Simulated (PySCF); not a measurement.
Point-charge models of `FC1=C[C@H]1C(F)(F)F` against its computed dipole.

Coordinates (GFN2-xTB, Å) and charges (e) from the PBE0/pcSseg-1 density (PySCF):

```json
{"atom": "F1", "x": "-1.230", "y": "0.474", "z": "2.202", "Mulliken": "-0.1944", "IAO": "-0.1993", "Hirshfeld": "-0.0356", "ESP-fitted": "-0.0935"}
{"atom": "C2", "x": "-0.971", "y": "-0.074", "z": "1.049", "Mulliken": "+0.3332", "IAO": "+0.3135", "Hirshfeld": "+0.0941", "ESP-fitted": "+0.2378"}
{"atom": "C3", "x": "-1.344", "y": "-0.607", "z": "-0.070", "Mulliken": "-0.0957", "IAO": "-0.2043", "Hirshfeld": "-0.0561", "ESP-fitted": "-0.2928"}
{"atom": "C4", "x": "0.157", "y": "-0.519", "z": "0.186", "Mulliken": "-0.3302", "IAO": "-0.1841", "Hirshfeld": "-0.0739", "ESP-fitted": "-0.1816"}
{"atom": "C5", "x": "0.973", "y": "0.507", "z": "-0.568", "Mulliken": "+0.8521", "IAO": "+0.7916", "Hirshfeld": "+0.2467", "ESP-fitted": "+0.5821"}
{"atom": "F6", "x": "1.424", "y": "0.030", "z": "-1.740", "Mulliken": "-0.2749", "IAO": "-0.2870", "Hirshfeld": "-0.1055", "ESP-fitted": "-0.2029"}
{"atom": "F7", "x": "0.273", "y": "1.615", "z": "-0.846", "Mulliken": "-0.2680", "IAO": "-0.2834", "Hirshfeld": "-0.0964", "ESP-fitted": "-0.1901"}
{"atom": "F8", "x": "2.059", "y": "0.894", "z": "0.120", "Mulliken": "-0.2716", "IAO": "-0.2850", "Hirshfeld": "-0.1035", "ESP-fitted": "-0.2138"}
{"atom": "H9", "x": "-2.075", "y": "-0.912", "z": "-0.774", "Mulliken": "+0.1026", "IAO": "+0.1908", "Hirshfeld": "+0.0868", "ESP-fitted": "+0.2310"}
{"atom": "H10", "x": "0.743", "y": "-1.403", "z": "0.419", "Mulliken": "+0.1469", "IAO": "+0.1473", "Hirshfeld": "+0.0433", "ESP-fitted": "+0.1237"}
```

**Question.** Form Σ q r in debye for every column and set it beside the full dipole.

**Answer.** The full density gives (-1.68, -1.82, 0.29) D, 2.49 D in size; dipole vectors point from the negative to the positive end.

```
    scheme     μx     μy    μz  size (D)  share of the full size (%)  angle to the full dipole (°)
  Mulliken  -1.47  -2.11  0.18      2.58                         103                             8
       IAO  -1.93  -2.87  0.19      3.47                         139                             9
 Hirshfeld  -1.35  -1.05  0.36      1.75                          70                            11
ESP-fitted  -1.70  -1.84  0.29      2.52                         101                             0
```

**Question.** Which set comes closest?

**Answer.** Length of the difference vector: ESP-fitted 0.03 D, Mulliken 0.37 D, Hirshfeld 0.85 D, IAO 1.09 D. Closest: ESP-fitted. ESP charges are fitted to the potential around the molecule, whose slowest-falling term is the dipole's. 

**Question.** What is left for the Hirshfeld atoms' own dipoles?

**Answer.** The Hirshfeld atoms' densities add up to the full density, so μ = Σ q r + Σ (atomic dipoles). The atomic dipoles sum to (-1.68, -1.82, 0.29) − (-1.35, -1.05, 0.36) = (-0.33, -0.77, -0.07) D, 0.85 D in size.

**Question.** With the origin at the mean of the coordinates, (0.001, 0.000, -0.002) Å, which are the largest single terms, by size, of the IAO dipole along the direction of the full one?

**Answer.** C5 -4.14, F8 +2.77, F7 +1.99, H9 +1.81, F6 +1.63 D; all 10 atoms together +3.42 D. The single terms depend on the origin, their sum doesn't.

**Question.** Give the size of the full dipole in other units.

**Answer.** 2.49 D = 0.981 au = 0.519 e·Å = 8.32 × 10⁻³⁰ C·m.

Geometry: GFN2-xTB; no solvent, vibrations or thermal averaging.

Conformer computed: `[F:1][C:2]1=[CH:3][C@H:4]1[C:5]([F:6])([F:7])[F:8]`: C3–C4–C5–F6 -89°.
